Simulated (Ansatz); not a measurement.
`N=[CH][AlH][OH]` + `NBCl` → `N=CNBCl` + `[OH][AlH2]`  (substitution at a C–Al bond)

Isolated molecules relaxed with PBE0-D4/def2-TZVP in Ansatz; ΔE leaves out vibrations. CBS: MP2 limit from def2 TZ/QZ plus the TZ coupled-cluster correction, frozen cores. This one scheme is used for every species. DFT in def2-TZVPP. B3LYP here is the variant with VWN-RPA as its local correlation; programs differ in this. HSE06 is defined as in plane-wave codes. Each species was taken in one conformer, which may not be the lowest.

```
             level  ΔE (kcal/mol)  difference from CCSD(T)/CBS
            PBE-D4            4.2                         -2.3
         revPBE-D4            3.5                         -3.0
           BLYP-D4            4.6                         -1.9
         r2SCAN-D4            4.4                         -2.1
            B97M-V            2.2                         -4.3
           PBE0-D4            4.2                         -2.3
          B3LYP-D4            4.6                         -1.9
        r2SCANh-D4            4.4                         -2.1
        r2SCAN0-D4            4.4                         -2.1
          HSE06-D4            4.2                         -2.3
          BHLYP-D4            4.6                         -1.9
      CAM-B3LYP-D4            4.5                         -2.0
           ωB97X-V            4.6                         -1.9
            B2PLYP            5.5                         -1.0
               PBE            4.8                         -1.7
            revPBE            5.7                         -0.8
              PBE0            4.7                         -1.8
             B3LYP            5.5                         -1.0
           r2SCANh            4.6                         -1.9
           r2SCAN0            4.6                         -1.9
             HSE06            4.7                         -1.8
             BHLYP            5.1                         -1.4
         CAM-B3LYP            4.9                         -1.6
           LC-ωPBE            5.2                         -1.3
RPA@PBE/def2-TZVPP            5.8                         -0.7
       HF/def2-SVP            2.4                         -4.1
      MP2/def2-SVP            1.6                         -4.9
     CCSD/def2-SVP            2.6                         -3.9
  CCSD(T)/def2-SVP            2.3                         -4.2
     HF/def2-TZVPP            4.7                         -1.8
    MP2/def2-TZVPP            5.2                         -1.3
SCS-MP2/def2-TZVPP            5.5                         -1.0
   CCSD/def2-TZVPP            6.1                         -0.4
CCSD(T)/def2-TZVPP            6.0                         -0.5
     HF/def2-QZVPP            4.6                         -1.9
    MP2/def2-QZVPP            5.5                         -1.0
SCS-MP2/def2-QZVPP            5.8                         -0.7
      HF/CBS(def2)            4.6                         -1.9
     MP2/CBS(def2)            5.7                         -0.8
    CCSD/CBS(def2)            6.6                          0.1
       CCSD(T)/CBS            6.5                            0
```

Largest T1 diagnostic among the species: 0.013.

Leaving LDA and LC-ωPBE aside and taking each functional with its dispersion term where it has one, the values, not all of them listed here, spread over 3.5 kcal/mol, from B97M-V to ωB97M-V. LDA lies −3.2 kcal/mol from PBE without D4. From BLYP to BHLYP (50 % exact exchange), in def2-TZVPP and without D4, ΔE moves by −0.8 kcal/mol.
